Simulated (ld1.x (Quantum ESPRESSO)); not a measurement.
**Which change was made? (V, TM)**

```json
{"Element": "vanadium", "Generator": "ld1.x (Quantum ESPRESSO) 7.5", "Type": "norm-conserving Troullier–Martins (Kleinman–Bylander form)", "Functional": "PBE", "Relativity": "scalar-relativistic", "Frozen core": "[Ne]", "Valence charge": "13", "Reference configuration": "3s2 3p6 3d3 4s2 4p0", "Partial waves": "3p (bound): rc 0.85 bohr; 3d (bound): rc 1.15 bohr; 3s (bound): rc 1.20 bohr", "Local potential": "the s channel", "Core correction": "none"}
```

Occupied shells without a wave of their own: 4s. They enter only through the test configuration that unscreens the potential.

Cutoffs, loose and tight: the cutoffs (Ry, on a coarse ladder) from which the occupation-weighted sum of valence levels, in a spherical-Bessel basis at the reference potential, stays within 10 and 1 mRy of its value at 400 Ry. They do not see the model core or the augmentation charge, which bear on the density cutoff. Test errors are all-electron minus pseudo excitation energies from the reference, over the configurations 3s2 3p6 3d3 4s1 4p0; 3s2 3p6 3d3 4s0 4p0; 3s2 3p6 3d2 4s0 4p0; 3s2 3p6 3d3 4s0 4p1; 3s2 3p6 3d2 4s2 4p0; 3s2 3p6 3d1 4s0 4p0; 3s2 3p6 3d3 4s0 4p2; variants that change the core or the reference have their own tests.

The base gives: outcome: generated, misses its reference levels by 0.18 eV; cutoff, loose: 140 Ry; cutoff, tight: 200 Ry; bound ghosts: none; largest test error (meV): -1297.

On the changes marked as counting shells twice: ld1.x takes every shell without a wave as core, so the model core holds the marked electrons as well and exchange and correlation see them twice. This cancels in the reference configuration, but the file is broken for other ones, and its errors say nothing about a proper core correction.

**Question.** After one change the result is: outcome: generated, misses its reference levels by 0.37 eV; cutoff, loose: 140 Ry; cutoff, tight: 200 Ry; bound ghosts: none; largest test error (meV): -3381. Which change was it?
A. all radii scaled by about 1.22 (s 1.46, p 1.04, d 1.40 bohr)
B. core [Ne] 3s2, valence charge 11; reference 3p6 3d3 4s2 4p0; waves now 3p (bound): rc 0.85 bohr; 3d (bound): rc 1.10 bohr; 4s (bound): rc 2.35 bohr; core correction Bessel-smoothed model core, default radius (core density twice the valence density)
C. local potential the d channel
D. wave 3d (bound): rc 1.15 bohr becomes 3d (bound): rc 1.26 bohr
E. core correction a·sin(br)/r model core inside 0.72 bohr (4s counted twice)

**Answer.** C. The others give: core [Ne] 3s2, valence charge 11; reference 3p6 3d3 4s2 4p0; waves now 3p (bound): rc 0.85 bohr; 3d (bound): rc 1.10 bohr; 4s (bound): rc 2.35 bohr; core correction Bessel-smoothed model core, default radius (core density twice the valence density) → outcome: generated; cutoff, loose: 140 Ry; cutoff, tight: 200 Ry; bound ghosts: none; largest test error (meV): -211 over the solved tests; 2 of 7 tests not solved or not reliable | all radii scaled by about 1.22 (s 1.46, p 1.04, d 1.40 bohr) → outcome: generated, misses its reference levels by 0.57 eV; cutoff, loose: 100 Ry; cutoff, tight: 160 Ry; bound ghosts: none; largest test error (meV): -4086 | wave 3d (bound): rc 1.15 bohr becomes 3d (bound): rc 1.26 bohr → outcome: generated, misses its reference levels by 0.18 eV; cutoff, loose: 120 Ry; cutoff, tight: 200 Ry; bound ghosts: none; largest test error (meV): -1275 | core correction a·sin(br)/r model core inside 0.72 bohr (4s counted twice) → outcome: generated, misses its reference levels by 0.18 eV; cutoff, loose: 140 Ry; cutoff, tight: 200 Ry; bound ghosts: none; largest test error (meV): -2398.
